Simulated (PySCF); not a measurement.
# Correlation energy of In⁺ (indium, charge +1)

[Kr] 4d10 5s2, closed-shell 1S. All numbers are calculated (PySCF 2.14, a scalar-relativistic core potential, in def2-SVP with the def2 core potential (28 electrons) (4s4p2d, 26 functions)). Frozen: 4s2 4p6 4d10; 2 electrons correlated.

Total MP2 correlation energy: -20.73 mhartree.

Same-spin part 0.00 and opposite-spin part -20.73 mhartree; SCS-MP2 scales them by 1/3 and 6/5 to -24.88 mhartree.

With two correlated electrons CCSD is exact within the correlated space (frozen core and kept virtual orbitals).

```
level  correlation energy (mhartree)
 CCSD                         -31.19
```

Diagnostics: T1 = 0.0030, D1 = 0.0043, largest double amplitude 0.098.

Cost of the coupled-cluster step: 0.05 s of wall time on 1 thread of Neoverse-V1 (shared host), for 2 correlated electrons.
